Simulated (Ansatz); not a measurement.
Consider the ligand exchange at the Si–C bond: `[SiH3]C[SiH2]Cl` + `N[SiH2]F` → `F[SiH2]N[SiH3]` + `C[SiH2]Cl`.

Computed with Ansatz on PBE0-D4/def2-TZVP structures; ΔE is electronic, products minus reactants. CBS: MP2 limit from def2 TZ/QZ plus the TZ coupled-cluster correction, frozen cores. This one scheme is used for every species. Functionals use def2-TZVPP. Each species was taken in one conformer, which may not be the lowest.

`[SiH3]C[SiH2]Cl`:

Z-matrix (Å, degrees):
```
Si
C 1 1.877
H 1 1.486 2 110.5
H 1 1.487 2 110.2 3 120.2
H 1 1.487 2 110.2 3 -120.2
Si 2 1.856 1 114.4 3 -179.9
H 2 1.095 1 108.8 3 -58.2
H 2 1.095 1 108.8 3 58.4
Cl 6 2.062 2 110.3 1 -179.8
H 6 1.483 2 111.0 1 -61.0
H 6 1.483 2 111.0 1 61.5
```

`N[SiH2]F`:

Z-matrix (Å, degrees):
```
Si
F 1 1.605
N 1 1.696 2 114.6
H 1 1.479 2 105.8 3 -119.3
H 1 1.479 2 105.8 3 119.3
H 3 1.006 1 122.0 2 77.5
H 3 1.006 1 122.0 2 -77.5
```

`F[SiH2]N[SiH3]`:

```xyz
10

F    -1.305   -0.427    2.157
Si   -0.631    0.687    1.225
N    -0.473    0.178   -0.396
Si    0.834   -0.702   -1.118
H    -1.528    1.863    1.283
H     0.716    0.939    1.779
H    -1.285    0.322   -0.980
H     0.424   -2.071   -1.528
H     1.905   -0.789   -0.096
H     1.343    0.000   -2.326
```

`C[SiH2]Cl`:

Cartesian coordinates in Å:
```
C 0.786 0.602 0.201
Si -0.652 -0.548 -0.036
Cl -1.337 -0.412 -1.976
H 1.153 0.536 1.229
H 0.492 1.635 0.006
H 1.604 0.343 -0.475
H -1.784 -0.196 0.856
H -0.263 -1.961 0.195
```

CCSD(T)/CBS gives -0.51 eV.

Another level gave -0.56 eV. Which?
A. HF/def2-TZVPP
B. BHLYP-D4/def2-TZVPP
C. PBE0-D4/def2-TZVPP
D. BLYP-D4/def2-TZVPP

B. BHLYP-D4 -0.56, BLYP-D4 -0.51, PBE0-D4 -0.46, HF/def2-TZVPP -0.63 eV.

What do rigid-rotor, harmonic-oscillator terms from PBE0-D4/def2-TZVP frequencies (298.15 K, 1 bar) make of the CCSD(T)/CBS value? (Estimate.)

Computed: ΔZPE = +0.01 eV, ΔH = -0.51 eV, ΔS = -2 J/(mol·K), ΔG = -0.50 eV. Modes under 50 cm⁻¹ make the entropy rough.

Largest T1 diagnostic among the species: 0.011.

Leaving LDA and LC-ωPBE aside and taking each functional with its dispersion term where it has one, the values, not all of them listed here, spread over 0.13 eV, from BHLYP-D4 to PBE-D4. From BLYP to BHLYP (50 % exact exchange), in def2-TZVPP and without D4, ΔE moves by −0.05 eV. In def2-TZVPP, CCSD(T) changes the Hartree–Fock value by +0.12 eV (the triples alone add +0.02 eV) and MP2 by +0.11 eV.
